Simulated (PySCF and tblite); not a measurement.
Results of a calculation; reference values are marked as such.
System: C5H12S2, numbered as in [CH3:1][S:2][S:3][CH2:4][CH:5]([CH3:6])[CH3:7].

Motion: rotation about the S2–S3 bond (torsion C1–S2–S3–C4 from -90° to 101°, rising). GFN2-xTB gives an electronic barrier of 10.2 kcal/mol and a reaction energy of 0.4 kcal/mol.

(1) What does PBE0/pcSseg-1 + D3(BJ) give on GFN2-xTB geometries?

Programs: tblite and PySCF.

Results:

(1) A barrier of 11.6 kcal/mol, 1.4 above the tight-binding barrier (from unrounded values), a reaction energy of 0.1 kcal/mol and, with GFN2-xTB thermal terms, ΔG‡(298 K) = 12.3 kcal/mol and k = 6050 s⁻¹ (1 equivalent path).
